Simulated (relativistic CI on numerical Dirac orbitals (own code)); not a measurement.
Calculated at this level of theory: Dirac-Coulomb-Breit CI, KLI orbitals optimised for each configuration, model QED, unscaled Slater integrals (own radial code, finite nucleus).

The strongest absorption lines from the ground level of an ion, among the configurations computed and to levels below about 1630 eV (vacuum wavelength in Å, gf): 7.7064 (0.11), 8.3481 (0.43), 8.4760 (0.47), 9.7526 (0.3), 10.458 (2.3), 10.668 (1), 11.527 (0.097), 11.781 (0.14).

(1) Which ion is it?
A. Zn XXI
B. Zn XIX
C. Se XXV
D. Ni XIX

Answers

(1) A. Zn XXI has 10 electrons and the ground level 2s2 2p6 1S_0; the strongest line goes to 2s2 2p5 3d 1P°_1. The pattern of lines fixes the number of electrons, and along that sequence the line energies rise steadily with the charge (about as its square where n changes within one kind of shell, about linearly where n is kept but much faster in heavy ions where fine structure, which grows about as Z⁴, sets the gap, and irregularly where shells cross), which fixes Z. Configurations outside the model, such as inner-shell arrays, can give stronger lines. At this charge energies of transitions that change n are usually good to better than 1 %, and those within a shell (Δn = 0) to a few per cent.

LS names give the leading component of a level, which can be under half, so a name can repeat, a term be missing and a line seem to break the LS rules.
